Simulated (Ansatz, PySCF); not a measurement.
Ways to break one bond of CCCl:

A. CCCl -> C[CH]Cl + H atom
B. CCCl → [CH2]Cl + [CH3] (CH3)
C. CCCl -> [CH2]CCl + H atom
D. CCCl -> [CH2]C + Cl atom

Quantity: bond dissociation energy (enthalpy at 298 K, with B3LYP-D3(BJ) rigid-rotor harmonic-oscillator terms from PySCF), kJ/mol. Geometries: B3LYP-D3(BJ)/def2-TZVP minima from Ansatz (a first-principles code), one conformer each, not searched for the lowest. Correlated levels leave the core frozen unless marked. UHF or UKS for open shells. Spin-orbit coupling is left out. No relativistic terms. CBS(X,Y): correlation extrapolated as X^-3; Hartree-Fock from the larger set. [CCSD(T)-MP2]/basis is that difference in the basis named.

**Question.** Rank them by bond dissociation energy at RI-MP2/CBS(cc-pV(T+d)Z,cc-pV(Q+d)Z)+[CCSD(T)-MP2]/cc-pV(T+d)Z (Ansatz), lowest first.

**Answer.** D (359.0 kJ/mol), B (375.9 kJ/mol), A (410.9 kJ/mol), C (428.6 kJ/mol)
